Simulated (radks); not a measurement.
Spherical jellium clusters: N electrons in a uniform positive sphere of charge N and radius rs N^(1/3), rs = 5.11 bohr. Method: non-relativistic Kohn-Sham, PBEsol, spin-polarised, spherical densities; computed with a radial shooting solver with Libxc functionals. Levels are named by radial order and angular momentum (1s, 1p, 1d, 2s, ...), and open shells are averaged over m.

N = 8, configuration 1s2 1p6. This is the lowest configuration that the search found. Occupied and some empty levels:

level,occupation,eigenvalue (eV),<r> (bohr)
1s,2,-3.4007,6.833
1p,6,-2.6461,8.080
1d,0,-1.6927,9.165
2s,0,-1.2423,8.561
1f,0,-0.63602,10.49

Energy (eV): total -14.2714, kinetic 8.6621, external -202.69, Hartree 100.80, exchange-correlation -23.283, background 102.24.
